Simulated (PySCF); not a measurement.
Computed IR spectrum (relative IR intensity) of a molecule C₂H₇ClOSi₂. The structure is a stationary point at B3LYP-D3(BJ)/def2-SVP. The values are those of a single conformer. All values below come from B3LYP-D3(BJ)/def2-SVP (PySCF 2.14.0). Frequencies are harmonic and unscaled.

ν (cm⁻¹): 406 (vw), 536 (w), 598 (vw), 646 (w), 698 (w), 767 (vw), 795 (w), 892 (w), 901 (vs), 932 (m), 943 (w), 947 (m), 959 (w), 1037 (m), 1249 (m), 1670 (w), 2227 (m), 2232 (m), 2238 (m), 2262 (m), 2299 (m) (against the strongest line: vs over 80 %, s over 45 %, m over 15 %, w over 4 %, vw less)

### Question
Which structure fits?
A) C[Si@@H](Cl)C(=O)[SiH3]
B) [SiH3][Si]1(Cl)COC1
C) [SiH3][C@@H]1C[Si@@H](Cl)O1
D) C=C([SiH3])O[SiH2]Cl

### Answer
D, C=C([SiH3])O[SiH2]Cl
